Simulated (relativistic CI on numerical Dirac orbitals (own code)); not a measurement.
**Ge: what numerical and physical settings do to a radial Dirac CI calculation**

Reference input:

```
atom Ge  Z=32  charge=0  electrons=32
nucleus A=74  rms_radius_fm=4.0742
hamiltonian dirac-coulomb  breit=on  qed=on  c_scale=1
orbitals kli  potential=per-configuration
slater_scale 1
correlation none
mixing on
grid step=0.0125 r_max=201.2
scf mixing=0.4 start=green max_iterations=150 tolerance=2e-08 node_fill=0.05
configurations
  [Ar] 3d10 4s2 4p2
  [Ar] 3d10 4s2 4p 4d
  [Ar] 3d10 4s2 4p 5s
end
```

Computed lowest total energy -2095.88936 Ha, first excitation 517.9 cm⁻¹, 36 SCF steps. Runs with settings changed; * marks those that are bad on purpose (the QED terms keep the true α when c is scaled):

| Changed | Outcome | Lowest level | ΔE (Ha) | First excitation (cm⁻¹) | SCF steps | Message |
| --- | --- | --- | --- | --- | --- | --- |
| SCF mixing 0.9, Slater scale 1.2 | converged | 4p2 3P_0 | -0.00374 | 510.2 | 36 |  |
| SCF mixing 0.7 | converged | 4p2 3P_0 | -4.64e-10 | 517.9 | 34 |  |
| speed of light × 0.8 | converged | 4p2 3P_0 | -12.4 | 871.0 | 36 |  |
| start potential previous, node fill of the KLI weights 0, grid step 0.006 | converged | 4p2 3P_0 | 0.000355 | 507.5 | 32 |  |
| node fill of the KLI weights 5 * | converged | 4p2 3P_0 | 0.326 | 747.1 | 41 |  |
| nuclear radius 4074.2 fm * | converged | 4p2 3P_0 | 673 | 144.5 | 35 |  |

With so few configurations and no correlation, terms lie too far apart (by 10 to 50 % near neutrality), their order can be wrong, and levels of other configurations are missing.
